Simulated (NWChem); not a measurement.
CH3ClO3Si; SMILES O=C(O)[Si@H](O)Cl

```xyz
9

O     -0.5408    -1.9255    -0.7914
C      0.1680    -1.3185    -0.0231
O      1.3344    -1.7817     0.4174
Si    -0.3954     0.4190     0.5745
O     -1.9603     0.4709     0.0721
Cl     0.8014     1.7984    -0.3820
H      1.4791    -2.6522     0.0048
H     -0.3004     0.6510     2.0309
H     -2.1382    -0.2053    -0.5987
```
Atoms are numbered in this order, from 1.

Program: NWChem. The geometry was optimised at PBE0/def2-SVP. B3LYP is NWChem's, with the RPA form of VWN correlation. Atomic charges in e: unrestrained fits to the electrostatic potential beside Mulliken populations; buried atoms are poorly determined by the fit.

Question: Predict the results for B3LYP/def2-SVP. Quantities: ESP O1; Mulliken O1; ESP C2; Mulliken C2; ESP O3; Mulliken O3; ESP Si4; Mulliken Si4; ESP O5; Mulliken O5; relative RMS misfit of the potential (%).

Answer: 
- ESP O1: -0.49
- Mulliken O1: -0.25
- ESP C2: 0.53
- Mulliken C2: 0.02
- ESP O3: -0.60
- Mulliken O3: -0.16
- ESP Si4: 0.61
- Mulliken Si4: 0.71
- ESP O5: -0.57
- Mulliken O5: -0.36
- relative RMS misfit of the potential (%): 25
